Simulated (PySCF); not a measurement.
C₄H₆N₂OS.
Geometry (PBE0-D3(BJ)/def2-SVP, Å), atoms numbered from 1 in this order:
```
atom  x, y, z in Å
C1     2.403   -0.263   -0.314
O2     1.029   -0.572   -0.270
C3     0.191    0.387    0.102
S4     0.606    1.997    0.539
N5    -1.072    2.375    0.820
N6    -1.799    1.370    0.594
C7    -1.182    0.230    0.193
C8    -1.940   -1.018   -0.100
H9     2.600    0.556   -1.027
H10    2.924   -1.169   -0.647
H11    2.774    0.028    0.683
H12   -2.698   -0.842   -0.878
H13   -1.257   -1.805   -0.447
H14   -2.463   -1.381    0.797
```

Level: CAM-B3LYP/def2-SVPD in PySCF, non-relativistic, on one gas-phase PBE0-D3(BJ)/def2-SVP geometry that isn't relaxed in the solvent. The solvent is an IEF-PCM continuum (van der Waals radii × 1.2), and excitations are vertical TDDFT with non-equilibrium linear response and a frozen core. Only the electrostatic response of the medium enters.

Gas-phase singlets (H = HOMO, L = LUMO):

| state | E (eV) | λ (nm) | f | leading configurations |
| --- | --- | --- | --- | --- |
| S1 | 4.298 | 288 | 0.002 | H-1→L 98% |
| S2 | 4.942 | 251 | 0.044 | H→L 78%, H-1→L+1 13% |
| S3 | 5.171 | 240 | 0.001 | H→L+1 88% |
| S4 | 5.710 | 217 | 0.107 | H-1→L+1 49%, H-2→L 23% |
| S5 | 6.106 | 203 | 0.000 | H-2→L+1 84%, H-2→L+2 9% |

**Question.** Give the list for chloroform (ε = 4.711), n² = 2.09.

**Answer.** 
```tsv
state	E (eV)	λ (nm)	f	leading configurations	change by rank (eV)
S1	4.394	282	0.003	H-1→L 98%	+0.096
S2	4.872	254	0.095	H→L 88%	-0.070
S3	5.214	238	0.001	H→L+1 94%	+0.043
S4	5.754	215	0.104	H-1→L+1 51%, H-2→L 36%	+0.044
S5	6.138	202	0.000	H-2→L+1 91%	+0.032
```

**Question.** The ground-state energy changes by -0.219 eV from gas to chloroform. By how much does the total energy of gas-phase S1 change?

**Answer.** E(S1) = E(S0) + excitation energy, so it changes by -0.219 + 0.096 = -0.123 eV: it is lowered less than the ground state, which is what a blue shift means. This is the vertical state, with the slow part of the continuum still set for S0.

**Question.** How do the frontier levels move from gas to chloroform?

**Answer.** 
```csv
orbital,gas (eV),solvent (eV),change (eV),"Löwdin shares, gas","Löwdin shares, solvent"
LUMO+2,1.04,1.26,+0.22,"S4 39 %, C1 19 %, H11 9 %, H9 9 %","S4 41 %, C1 14 %, C3 9 %, O2 6 %"
LUMO+1,0.53,0.59,+0.06,"S4 47 %, N5 14 %, C1 10 %, C3 8 %","S4 53 %, N5 15 %, C3 8 %, C1 6 %"
LUMO,-0.08,-0.18,-0.10,"N5 25 %, S4 22 %, N6 22 %, C3 18 %","N5 25 %, N6 22 %, S4 22 %, C3 17 %"
HOMO,-8.19,-8.20,-0.01,"C7 25 %, N5 20 %, O2 15 %, C3 15 %","C7 25 %, N5 20 %, O2 16 %, C3 14 %"
HOMO-1,-8.63,-8.85,-0.22,"N6 40 %, N5 30 %, S4 17 %, C7 7 %","N6 40 %, N5 30 %, S4 17 %, C7 7 %"
HOMO-2,-9.64,-9.69,-0.05,"S4 53 %, N6 15 %, C3 10 %, N5 8 %","S4 53 %, N6 15 %, C3 10 %, O2 8 %"
HOMO-3,-11.35,-11.33,+0.02,"S4 26 %, N5 18 %, O2 17 %, N6 16 %","S4 29 %, O2 26 %, C3 10 %, C1 9 %"
```

The HOMO–LUMO gap goes from 8.11 to 8.02 eV. Rows go by rank; for HOMO-3 and LUMO+2 the atom shares or the degeneracy differ between the runs, so the row needn't follow one orbital.

Time: 32 s; peak memory 1.1 GiB. Hardware: one thread, Arm Neoverse V2 (aarch64), on a shared host. This is the whole response run at CAM-B3LYP/def2-SVPD in chloroform, SCF included.
